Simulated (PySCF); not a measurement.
## Optical rotation: `[BH3-][C@@H](CC)[C@H]1C[SiH2]1`, [C5H14BSi]-, charge -1

Cartesian coordinates in Å; atom numbers follow the order of the lines, from 1:
```xyz
21

B     0.3685   -2.0928   -0.6705
C     0.2162   -0.6567    0.1780
C     1.5988   -0.0682    0.4529
C     1.6161    1.1189    1.4164
C    -0.6525    0.2925   -0.5893
C    -2.1496    0.0303   -0.6688
Si   -1.7326    1.6226    0.2244
H     1.0553   -2.8584   -0.0101
H    -0.7266   -2.5934   -0.8525
H     0.9107   -1.8861   -1.7448
H    -0.2619   -0.8703    1.1450
H     2.0480    0.2343   -0.4978
H     2.2253   -0.8631    0.8653
H     1.0432    1.9528    1.0116
H     2.6370    1.4620    1.5991
H     1.1740    0.8372    2.3719
H    -0.2061    0.5774   -1.5397
H    -2.5932    0.0516   -1.6573
H    -2.4890   -0.8237   -0.0993
H    -1.9737    1.6811    1.6603
H    -2.1166    2.8690   -0.4407
```

Total charge -1.

Computed, not measured: PySCF 2.14.0, TDDFT B3LYP/def2-SVPD circular dichroism and optical rotation, one conformer, gas phase. Geometry: GFN2-xTB.

The molecule is flexible and this is one conformer; a measurement averages over conformers. For a gas-phase anion, states above the detachment energy (about 1.6 eV, taken as minus the energy of the highest occupied orbital) lie in the continuum and depend on the basis.

Stereocentres: C2 S, C5 S.

What is the specific rotation at 633, 589.3, 546, 436, 405, 365, 355 nm?

[α] in deg dm⁻¹ (g/mL)⁻¹:
| λ (nm) | origin-invariant length gauge | modified velocity gauge | length gauge (centre of mass) | isotropic polarisability (au) |
| --- | --- | --- | --- | --- |
| 633 | -94.8 | -71.2 | -90.2 | 132.4 |
| 589.3 | -121.8 | -93.4 | -116.1 | 133.4 |
| 546 | -162.3 | -127.2 | -155.0 | 134.8 |
| 436 | -443.7 | -371.6 | -426.3 | 141.3 |
| 405 | -667.4 | -570.6 | -642.5 | 144.9 |
| 365 | -1330.4 | -1168.5 | -1284.7 | 152.4 |
| 355 | -1654.5 | -1462.7 | -1598.9 | 155.3 |

And for the mirror image at 589.3 nm?

+121.8 deg dm⁻¹ (g/mL)⁻¹ (origin-invariant length gauge): the same size and the opposite sign.

What is the molar rotation [Φ] = [α]·M/100 of the geometry above at 589.3 nm?

With M = 113.06 g/mol, -137.8 deg cm² dmol⁻¹ (origin-invariant length gauge).

The first excitation lies at 4.28 eV (290 nm) with R = -19.2 × 10⁻⁴⁰ esu² cm² (velocity form).
